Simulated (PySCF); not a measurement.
C$_{2}$H$_{7}$FSn (SMILES [CH3][SnH]([CH3])[F]), singlet, geometry from GFN2-xTB (such geometries of metal compounds can be far from the true shape) (core potentials on Sn); DF-CAMB3LYP/def2-SVP (PySCF).

Input for PySCF:
```python
from pyscf import gto, scf, dft

mol = gto.Mole()
mol.atom = '''
    Sn   -0.04614522    0.01783271   -0.24840759
    C     1.82671804   -1.05503885    0.04043395
    C    -1.83780023   -0.72028157    0.74520163
    F     0.29391559    1.70236118    0.71964315
    H    -0.29256729    0.63964027   -1.82505872
    H     1.84615261   -1.96117841   -0.55343914
    H     2.65596152   -0.41723804   -0.24348110
    H     1.91396609   -1.30703764    1.09241178
    H    -2.58811669    0.06181357    0.76507080
    H    -2.23244659   -1.58859444    0.23096544
    H    -1.57443571   -0.98836877    1.76330838
'''
mol.basis = 'def2-svp'
mol.ecp = {'Sn': 'def2-svp'}
mol.verbose = 4
mol.max_memory = 1800
mol.build()

mf = dft.RKS(mol)
mf.xc = 'camb3lyp'
mf = mf.density_fit(auxbasis='def2-universal-jkfit')
mf.kernel()
```

What the program printed (banner, timings and long lists left out):

```
PySCF version 2.14.0

[INPUT] verbose = 4
[INPUT] num. atoms = 11
[INPUT] num. electrons = 50
[INPUT] charge = 0
[INPUT] spin (= nelec alpha-beta = 2S) = 0
[INPUT] symmetry False subgroup None
[INPUT] Mole.unit = angstrom
[INPUT] Symbol           X                Y                Z      unit          X                Y                Z       unit  Magmom
[INPUT]  1 Sn    -0.046145220000   0.017832710000  -0.248407590000 AA   -0.087201827758   0.033698937959  -0.469422312363 Bohr   0.0
[INPUT]  2 C      1.826718040000  -1.055038850000   0.040433950000 AA    3.451996802402  -1.993734477276   0.076409091634 Bohr   0.0
[INPUT]  3 C     -1.837800230000  -0.720281570000   0.745201630000 AA   -3.472939106363  -1.361134899872   1.408226988279 Bohr   0.0
[INPUT]  4 F      0.293915590000   1.702361180000   0.719643150000 AA    0.555419968840   3.216996395291   1.359928460919 Bohr   0.0
[INPUT]  5 H     -0.292567290000   0.639640270000  -1.825058720000 AA   -0.552872051106   1.208744928543  -3.448861142049 Bohr   0.0
[INPUT]  6 H      1.846152610000  -1.961178410000  -0.553439140000 AA    3.488722817051  -3.706090076310  -1.045848401215 Bohr   0.0
[INPUT]  7 H      2.655961520000  -0.417238040000  -0.243481100000 AA    5.019039870184  -0.788465624350  -0.460112595508 Bohr   0.0
[INPUT]  8 H      1.913966090000  -1.307037640000   1.092411780000 AA    3.616871721805  -2.469943174098   2.064359079449 Bohr   0.0
[INPUT]  9 H     -2.588116690000   0.061813570000   0.765070800000 AA   -4.890831722516   0.116810718082   1.445774277902 Bohr   0.0
[INPUT] 10 H     -2.232446590000  -1.588594440000   0.230965440000 AA   -4.218712642819  -3.002008414607   0.436461425840 Bohr   0.0
[INPUT] 11 H     -1.574435710000  -0.988368770000   1.763308380000 AA   -2.975252292635  -1.867746285373   3.332169911350 Bohr   0.0

nuclear repulsion = 209.791042103056
number of shells = 49
number of NR pGTOs = 182
number of NR cGTOs = 103
basis = def2-svp
ecp = {'Sn': 'def2-svp'}

******** <class 'pyscf.df.df_jk.DFRKS'> ********
method = DFRKS
initial guess = minao
damping factor = 0
level_shift factor = 0
DIIS = <class 'pyscf.scf.diis.CDIIS'>
diis_start_cycle = 1
diis_space = 8
diis_damp = 0
SCF conv_tol = 1e-09
SCF conv_tol_grad = None
SCF max_cycles = 50
direct_scf = False
XC library pyscf.dft.libxc version 7.1.2
    S. Lehtola, C. Steigemann, M. J. T. Oliveira, and M. A. L. Marques,  SoftwareX 7, 1–5 (2018)
XC functionals = camb3lyp
    T. Yanai, D. P. Tew, and N. C. Handy,  Chem. Phys. Lett. 393, 51 (2004)
radial grids:
    Treutler-Ahlrichs [JCP 102, 346 (1995); DOI:10.1063/1.469408] (M4) radial grids

becke partition: Becke, JCP 88, 2547 (1988); DOI:10.1063/1.454033
pruning grids: <function nwchem_prune>
grids dens level: 3
symmetrized grids: False
atomic radii adjust function: <function treutler_atomic_radii_adjust>
small_rho_cutoff = 0
Set gradient conv threshold to 3.16228e-05
Initial guess from minao.
tot grids = 133112
******** <class 'pyscf.df.df.DF'> ********
auxbasis = def2-universal-jkfit
Create RSH-DF object <pyscf.df.df.DF object> for omega=0.33
******** <class 'pyscf.df.df.DF'> ********
auxbasis = auxmol.basis = def2-universal-jkfit
init E= -371.163235284543
  HOMO = -0.780185812985236  LUMO = -0.606425769353638  gap/eV = 4.72825
cycle= 1 E= -393.141832525656  delta_E=  -22  |g|= 2.34  |ddm|= 7.21
  HOMO = -0.101900125494015  LUMO = 0.0847522234153319  gap/eV = 5.07907
cycle= 2 E= -393.702901671566  delta_E= -0.561  |g|= 1.91  |ddm|= 5.68
  HOMO = -0.314101037967152  LUMO = 0.0505473859587556  gap/eV = 9.92259
cycle= 3 E= -394.340047632253  delta_E= -0.637  |g|= 0.143  |ddm|= 1.93
  HOMO = -0.352324908906196  LUMO = 0.0250086067830466  gap/eV = 10.26777
cycle= 4 E= -394.340705403225  delta_E= -0.000658  |g|= 0.145  |ddm|= 0.225
  HOMO = -0.35103275521888  LUMO = 0.0316600081306397  gap/eV = 10.41360
cycle= 5 E= -394.344514703223  delta_E= -0.00381  |g|= 0.0225  |ddm|= 0.122
  HOMO = -0.347636415163113  LUMO = 0.0336020085030881  gap/eV = 10.37403
cycle= 6 E= -394.344599837234  delta_E= -8.51e-05  |g|= 0.00636  |ddm|= 0.0202
  HOMO = -0.348439371885969  LUMO = 0.0335385997311342  gap/eV = 10.39415
cycle= 7 E= -394.344610950634  delta_E= -1.11e-05  |g|= 0.00146  |ddm|= 0.00746
  HOMO = -0.348438795309906  LUMO = 0.0334434926295764  gap/eV = 10.39155
cycle= 8 E= -394.344611596092  delta_E= -6.45e-07  |g|= 0.000127  |ddm|= 0.00192
  HOMO = -0.348448253562635  LUMO = 0.0334366211803996  gap/eV = 10.39162
cycle= 9 E= -394.344611603598  delta_E= -7.51e-09  |g|= 1.69e-05  |ddm|= 0.000338
  HOMO = -0.348448729501519  LUMO = 0.0334361382561248  gap/eV = 10.39162
cycle= 10 E= -394.344611603784  delta_E= -1.86e-10  |g|= 2.8e-06  |ddm|= 5.33e-05
  HOMO = -0.348448646113357  LUMO = 0.0334363463974761  gap/eV = 10.39162
Extra cycle  E= -394.344611603786  delta_E= -2.5e-12  |g|= 1.04e-06  |ddm|= 6.32e-06
converged SCF energy = -394.344611603786
```
